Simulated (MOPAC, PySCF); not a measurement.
CH2GeO, SMILES `[CH]([GeH])=O` (lower singlet; O–C–Ge–H torsion 92°), neutral singlet in the gas phase. This singlet lies 0.93 eV below the relaxed triplet at the level frozen-core CCSD(T)/cc-pVTZ // PBE0-D3(BJ)/def2-TZVP (Ansatz).

Cartesian coordinates (Å):
```xyz
5

O     -0.9303    -0.8179    -0.3025
C     -0.6089     0.3124     0.0366
Ge     0.9856    -0.4541     0.9236
H     -1.2441     1.1791    -0.2267
H      1.7977    -0.2194    -0.4312
```
Charge 0, spin multiplicity 1.

All levels are single points at this geometry (PBE0-D3(BJ)/def2-TZVP); Pople sets use spherical d functions. Orbital energies aren't observables, and empty levels follow the basis.

```csv
level,HOMO (eV),LUMO (eV),gap (eV),dipole (D),"vertical IE, Delta-SCF (eV)"
PBE0-D3(BJ)/def2-TZVP in PySCF,-6.87,-1.98,4.89,1.89,–
B3LYP/3-21G in PySCF,-6.43,-2.00,4.44,2.04,–
B3LYP/LANL2DZ in PySCF,-6.66,-2.23,4.44,2.09,–
BP86/6-31G* in PySCF,-5.78,-2.79,2.99,1.85,–
SVWN5/6-31G* in PySCF,-5.78,-2.89,2.89,1.91,9.15
HF/STO-3G in PySCF,-6.54,5.40,11.94,1.41,–
PM3 in MOPAC,-8.84,-0.46,8.38,1.73,–
PM6 in MOPAC,-8.60,-1.32,7.28,2.80,–
PM7 in MOPAC,-8.48,-1.17,7.31,2.62,–
```
